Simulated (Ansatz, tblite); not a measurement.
Cost and result up the ladder for Nb₃Te₄⁺ (7 atoms). The state is a singlet with charge 1. Geometry: PBE-D4/def2-SVP.

```xyz
7

Nb   -0.740    1.389   -0.180
Nb   -0.676   -1.216   -0.760
Nb    0.472   -0.319    1.478
Te    1.644    2.011    0.868
Te   -0.155    0.590   -2.668
Te    1.751   -2.103   -0.056
Te   -2.296   -0.351    1.318
```

Ansatz on 6 threads of Intel Xeon on a shared host; xTB runs through tblite on one thread. Times are rough, summed over both states, and most runs start from the orbitals of an earlier one. No level here is sound enough to serve as a yardstick. The other state is a triplet at its own geometry.

In the def2 sets Nb, Te take a core potential; there is no spin–orbit coupling. The xTB rows come from tblite. HSE06 is defined as in plane-wave codes, on full-range PBE exchange. The structure comes from a short search, and lower isomers may exist.

Run but left out: HF/STO-3G, B2PLYP/def2-TZVP (singlet: restricted singlet, unstable in another Hartree–Fock run and untested here); HF/def2-TZVP, MP2/def2-TZVP (singlet: restricted singlet, unstable towards broken spin symmetry).

xTB has no spin-polarisation term.

```json
{"level": "GFN1-xTB", "functions": "63", "wall time": "0.11 s", "triplet − singlet (eV)": "0.67", "remarks": "–"}
{"level": "GFN2-xTB", "functions": "63", "wall time": "0.5 s", "triplet − singlet (eV)": "0.33", "remarks": "–"}
{"level": "PBE-D4/def2-TZVP", "functions": "320", "wall time": "55 s", "triplet − singlet (eV)": "0.72", "remarks": "–"}
{"level": "r2SCAN-D4/def2-TZVP", "functions": "320", "wall time": "1.8 min", "triplet − singlet (eV)": "0.71", "remarks": "restricted SCF unstable in HF (singlet)"}
{"level": "HSE06-D4/def2-TZVP (with forces)", "functions": "320", "wall time": "2.1 min", "triplet − singlet (eV)": "0.86", "remarks": "restricted SCF unstable in HF (singlet)"}
{"level": "PBE0-D4/def2-TZVP", "functions": "320", "wall time": "2.5 min", "triplet − singlet (eV)": "0.87", "remarks": "restricted SCF unstable in HF (singlet)"}
```
